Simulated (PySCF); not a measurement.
## GdSe: f occupation and spin

Unrestricted PBE0; basis Gd x2c-SVPall, Se x2c-SVPall; spin-free X2C with a Gaussian nucleus; PySCF 2.14. The search starts from ions with several 4f fillings and holds each by maximum overlap.

The lowest solution has 2Ms+1 = 9, about 7.1 4f electrons, near 2.43 Å.

The lowest solution of each spin and filling, followed along the bond (rough minima from three points):

```json
{"2Ms+1": "9", "4f population": "7.06", "⟨S²⟩ at the start": "20.04", "R at minimum (Å)": "2.43", "Te (eV)": "0.00"}
{"2Ms+1": "7", "4f population": "7.07", "⟨S²⟩ at the start": "13.01", "R at minimum (Å)": "2.43", "Te (eV)": "0.32"}
```

Solutions at the starting distance of 2.424 Å, counted from the lowest; the search is not exhaustive:

| 2Ms+1 | 4f population | E (eV) | ⟨S²⟩ | ⟨Lz²⟩ | μ (D) |
| --- | --- | --- | --- | --- | --- |
| 9 | 7.06 | 0.00 | 20.04 | 0.0 | -6.46 |
| 7 | 7.07 | 0.32 | 13.01 | 0.0 | -6.08 |
| 9 | 7.04 | 1.01 | 20.04 | 4.0 | -8.25 |
| 9 | 7.06 | 1.59 | 20.04 | 1.0 | -6.06 |
| 7 | 7.11 | 1.60 | 12.95 | 4.0 | -8.15 |
| 7 | 7.99 | 2.34 | 12.03 | 4.0 | -9.12 |
| 7 | 7.98 | 2.43 | 12.04 | 6.1 | -9.11 |
| 7 | 7.90 | 2.47 | 12.15 | 1.7 | -8.68 |
| 9 | 8.01 | 3.83 | 20.01 | 4.0 | -3.44 |
| 9 | 8.00 | 3.96 | 20.02 | 5.8 | -3.36 |

Partly filled real f orbitals mix terms, so no term symbols are given. A positive dipole means Gd(−)Se(+).

Spin–orbit coupling is left out. Counting both spins, an empty level lies below a filled one in some of these solutions, because spin and occupation are held. With d or f electrons several states lie close, and the lowest PBE0 determinant need not be the measured ground state.
